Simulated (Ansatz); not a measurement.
`[NH2][AlH][O]CF` + SiH₄ → `[NH2][AlH][O]C[SiH3]` + H–F  (formal exchange of groups at a C–F bond)

Computed with Ansatz on PBE0-D4/def2-TZVP structures; ΔE is electronic, products minus reactants. CCSD(T)/CBS adds triple-zeta CCSD(T) − MP2 to the extrapolated MP2 energy (def2 sets, frozen cores). This one scheme is used for every species. DFT in def2-TZVPP. Each species was taken in one conformer, which may not be the lowest.

```json
{"level": "BLYP-D4", "ΔE (kJ/mol)": "-7.6"}
{"level": "r2SCANh-D4", "ΔE (kJ/mol)": "-6.2"}
{"level": "ωB97X-V", "ΔE (kJ/mol)": "-2.7"}
{"level": "B2PLYP", "ΔE (kJ/mol)": "-5.1"}
{"level": "r2SCANh", "ΔE (kJ/mol)": "-4.2"}
{"level": "BHLYP", "ΔE (kJ/mol)": "4.1"}
{"level": "CAM-B3LYP", "ΔE (kJ/mol)": "3.7"}
{"level": "CCSD/def2-SVP", "ΔE (kJ/mol)": "13.9"}
```

**Question.** What does CCSD(T)/CBS give? (An estimate is asked.)

**Answer.** The calculation gave: -19.4 kJ/mol. The listed levels differ from it by 11.8, 13.2, 16.7, 14.3, 15.2, 23.5, 23.1, 33.3 kJ/mol.

Largest T1 diagnostic among the species: 0.012.

The D4 term adds −9.3 kJ/mol with B3LYP and −5.3 kJ/mol with PBE0; it sums over pairs of atoms, weighted by their polarisabilities, and B3LYP, whose exchange is more repulsive, gets the larger term. In def2-TZVPP, CCSD(T) changes the Hartree–Fock value by −27.6 kJ/mol (the triples alone add −2.4 kJ/mol) and MP2 by −36.4 kJ/mol. At CCSD(T), def2-SVP lies +32.2 kJ/mol from the extrapolated value and def2-TZVPP +7.3 kJ/mol.

CCSD(T)/CBS has its own doubt, a few kJ/mol and more with outer-core shells, so smaller differences from it don't rank the levels.

B3LYP here is the variant with VWN-RPA as its local correlation; programs differ in this.
